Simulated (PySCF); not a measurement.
**Excitation energy of In by level of theory**

In [Kr] 4d10 5s2 5p1 (2P) → In [Kr] 4d10 5s1 5p1 6s1 (4P), as a difference of total energies. Computed with PySCF 2.14 in x2c-TZVPPall with one added diffuse shell each of s, p, d, f type (9s7p5d3f, 76 functions), with scalar relativity by spin-free X2C-1e. Correlated levels: valence: [Kr] 4d10 frozen. The calculations carry no spin-orbit coupling.

```csv
method,excitation energy (eV)
UHF,6.769
MP2 (valence),7.408
SCS-MP2 (valence),7.625
CCSD (valence),7.611
CCSD(T) (valence),7.628
```

How much does correlation contribute at CCSD(T) (valence)?

7.628 − (6.769) = 0.859 eV, measured against UHF.

The upper state lies above the first ionisation limit, but in LS coupling its spin forbids autoionisation to the ground ion; at this Z spin-orbit coupling breaks that rule. A Rydberg-like electron needs more diffuse functions than a valence basis has.

The promoted electron is Rydberg-like, and one or two diffuse shells describe it only roughly, which tends to raise the upper state.
